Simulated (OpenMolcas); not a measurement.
An atom or ion with 76 electrons was computed by XMS-CASPT2, IPEA 0.25 Eh, imaginary shift 0.1 Eh with spin-orbit coupling (OpenMolcas, ANO-RCC-VTZP, DKH2). The lowest levels that the run gave, each within 12 % of the measured value where one is at hand:

```json
{"J": "4", "Parity": "even", "E (cm⁻¹)": "0.0", "g": "1.240"}
{"J": "2", "Parity": "even", "E (cm⁻¹)": "5640", "g": "1.142"}
{"J": "3", "Parity": "even", "E (cm⁻¹)": "10350", "g": "1.084"}
{"J": "2", "Parity": "even", "E (cm⁻¹)": "14930", "g": "1.079"}
{"J": "0", "Parity": "even", "E (cm⁻¹)": "15670", "g": ""}
{"J": "1", "Parity": "even", "E (cm⁻¹)": "17470", "g": "1.502"}
{"J": "5", "Parity": "even", "E (cm⁻¹)": "20970", "g": "1.379"}
{"J": "4", "Parity": "even", "E (cm⁻¹)": "22330", "g": "1.018"}
{"J": "2", "Parity": "even", "E (cm⁻¹)": "25740", "g": "0.950"}
{"J": "4", "Parity": "even", "E (cm⁻¹)": "26910", "g": "1.302"}
{"J": "3", "Parity": "even", "E (cm⁻¹)": "31450", "g": "1.272"}
{"J": "2", "Parity": "even", "E (cm⁻¹)": "33430", "g": "1.074"}
```

Which ion is it, and what are the configurations and terms?

Pt2+ (Z = 78, charge +2; active space 8 electrons in 6 orbitals (5d 6s)). J, parity and g give the terms where levels are pure, and mixed ones are named by the computed weights; the size of the splittings, set against known spectra of the 76-electron sequence, gives the charge. In order, with the measured energies in cm⁻¹ (NIST levels as listed in McCann et al., Mon. Not. R. Astron. Soc. 538, 537 (2025)): 5d⁸ ³F₄, 5d⁸ ¹D₂ [44 %], 5d⁸ ³F₃ (9752), 5d⁸ ³F₂ [47 %], 5d⁸ ³P₀ (14939), 5d⁸ ³P₁ (16782), 5d⁷ 6s ⁵F₅ (21837), 5d⁸ ¹G₄ (21331), 5d⁸ ¹D₂ [50 %], 5d⁷ 6s ⁵F₄, 5d⁷ 6s ⁵F₃, 5d⁷ 6s ⁵F₂ [72 %].

CASPT2 does not keep the components of a term degenerate, so their means are used; among the terms shown or strongly mixed into the levels shown the widest spread is 1600 cm-1 (5d⁸ ¹G). Terms from blocks run as CI alone lack orbitals of their own. A single d shell beside an s shell can misplace configurations of different d count against each other. Measured partners are found by configuration, term and J. A level has none where our copy of the source lacks it or the pairing is in doubt (some pairs that miss far off the trend of their configuration count as doubtful), and it then counts in no deviation. Only configurations of the active space appear.

A share in square brackets marks a mixed level and gives the weight of the term that names it.
